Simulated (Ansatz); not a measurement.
Hg₆Te₃Br₆: single points at one geometry.

```yaml
crystal:
  periodic: [false, false, false]
  atoms:
    - {symbol: Hg, position_ang: [2.086220, -3.020727, -0.533902]}
    - {symbol: Hg, position_ang: [-2.042487, -3.059356, -0.715131]}
    - {symbol: Hg, position_ang: [-2.731085, -0.266506, 1.661777]}
    - {symbol: Hg, position_ang: [0.497491, 3.922799, -1.320773]}
    - {symbol: Hg, position_ang: [-0.074878, 0.182396, -1.035418]}
    - {symbol: Hg, position_ang: [0.800509, 2.324379, 2.341682]}
    - {symbol: Te, position_ang: [-3.817645, -1.054697, -0.641250]}
    - {symbol: Te, position_ang: [0.658845, -1.378631, 1.045438]}
    - {symbol: Te, position_ang: [-1.128554, 2.861617, 0.552644]}
    - {symbol: Br, position_ang: [3.616521, -4.388100, -1.905775]}
    - {symbol: Br, position_ang: [-1.676366, 0.506459, 3.801558]}
    - {symbol: Br, position_ang: [2.024940, 5.117765, -2.851480]}
    - {symbol: Br, position_ang: [-0.550615, -5.025560, -1.075244]}
    - {symbol: Br, position_ang: [2.626080, 1.940714, 3.950400]}
    - {symbol: Br, position_ang: [-0.288976, 1.337448, -3.274508]}
basis:
  gaussian: {orbitals: def2-SVP, fitting: {mean_field: def2-universal-jkfit}, initial_orbitals: start.molden}
hamiltonian: {xc: pbe0, dispersion: d4}
scf: {omitted_lower_state_checks: [starts]}
output: {orbitals: {seedname: orbitals}}
```

The file start.molden holds the orbitals of an earlier run on this structure, at another level or in another basis.

```sh
$ ansatz run in.yaml --threads 2 --pin off --events-out ev --progress --plain --max-ram 32768MiB --backend cuda --devices 0, --max-vram 18GiB
```

Output, abridged:

```
Functional definition: PBE0
3732 factors; integrals over basis functions are off by at most 9.1e-3 eV
mean field evaluation 1: about -467062.3501 eV, gradient 3.3e2 eV
mean field evaluation 2: about -467088.5213 eV, gradient 3.9e1 eV
mean field evaluation 4: about -467121.7888 eV, gradient 1.9e1 eV
mean field evaluation 8: about -467130.1118 eV, gradient 3.5e-2 eV
mean field -467130.11183466 eV, -17166.7149777616 hartree, gradient 3.0e-5 eV, S^2 0.000000; 0 other end points of the search recorded, 0 dependent functions left out
reference -467130.11188855 eV, -17166.7149797422 hartree; 201, 201 occupied and 261, 261 virtual orbitals, 3732 factors
Total energy: -467131.58880280 eV, -17166.7692553399 hartree
Checks for a lower state left out: starts
```

Hardware: 2 threads of AMD EPYC 7R13 on a shared host and a share (18 GiB) of an NVIDIA H100 80GB HBM3. Wall time 7.5 s, peak host memory 1 GiB.

Geometry: PBE-D4/def2-SVP.

In the def2 sets Hg, Te take a core potential; there is no spin–orbit coupling. Single mean-field runs in def2-SVP are fitted with def2-universal-jkfit. Another isomer (singlet) lies 0.51 eV lower at PBE0-D4/def2-TZVP; other spin states weren't run for this one.
